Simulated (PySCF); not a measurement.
Species: Cd(SiH3)2 (singlet state).
Bonds: Cd1–Si2, Cd1–Si6. Hydrogens: H3, H4, H5 on Si2; H7, H8, H9 on Si6.

A linear-response calculation (PySCF, def2-SVPD basis, gas phase, vertical, core orbitals frozen in the response) gave these numbers; the functional is withheld.

Orbital energies (eV): HOMO-3 -10.88, HOMO-2 -10.88, HOMO-1 -10.16, HOMO -7.85, LUMO -0.54, LUMO+1 -0.54, LUMO+2 0.33.

```
state  E (eV)       f  main configurations (H = HOMO, L = LUMO)
   S1    4.23  0.0000                             H→L/L+1 (99%)
   S2    4.23  0.0000                             H→L/L+1 (99%)
   S3    5.87   0.975                               H→L+2 (95%)
   S4    6.82   0.156             H-1→L/L+1 (≥56%), H→L+6 (36%)
   S5    6.83   0.156             H-1→L/L+1 (≥56%), H→L+5 (37%)
   S6    6.88  0.0001                 H→L+3 (86%), H-1→L+2 (8%)
```

Triplets, Tamm–Dancoff:

| state | E (eV) | λ (nm) | main configurations (H = HOMO, L = LUMO) |
| --- | --- | --- | --- |
| T1 | 3.75 | 330.7 | H→L/L+1 (≥97%) |
| T2 | 3.75 | 330.6 | H→L/L+1 (≥97%) |
| T3 | 4.68 | 264.9 | H→L+2 (90%) |

Vertical ionisation energy by ΔSCF with the same functional: 8.59 eV. Mean static polarisability: 104.3 au.

Orbitals of the list HOMO-3 to LUMO+2 that lie within 0.01 eV of each other are written together with a slash and their weights summed (≥ marks a lower bound); for degenerate orbitals outside that list single weights are arbitrary.

Task: Which of these was used?
A. B3LYP
B. HF
C. CAM-B3LYP
D. PBE

Result: C. CAM-B3LYP is range-separated, 19% exact exchange at short range and 65% at long range (ω = 0.33 bohr⁻¹). In this run −ε(HOMO) = 7.85 eV differs from the ΔSCF value by -0.74 eV, and S1 differs from the orbital gap of 7.31 eV by -3.09 eV. The ratio −ε(HOMO)/IP is 0.91. Small neutral molecules mostly give 0.85 to 0.93 with CAM-B3LYP, 0.5 to 0.7 with PBE, 0.67 to 0.83 with B3LYP; Hartree–Fock can't fall below 1, since the ion's relaxation only lowers the ΔSCF value. The other options: PBE, a GGA without exact exchange; HF, time-dependent Hartree–Fock, 100% exact exchange; B3LYP, a global hybrid with 20% exact exchange.

Method: TDDFT CAM-B3LYP/def2-SVPD, vertical, gas phase, core orbitals frozen in the response, def2 core potentials past Kr in PySCF 2.14.0, density-fitted response routines. Isolated species at its PBE0-D3(BJ)/def2-SVP geometry, gas phase. Spin–orbit coupling is left out.

On x86-64 server, one thread, no GPU, shared host, this took 30 s.
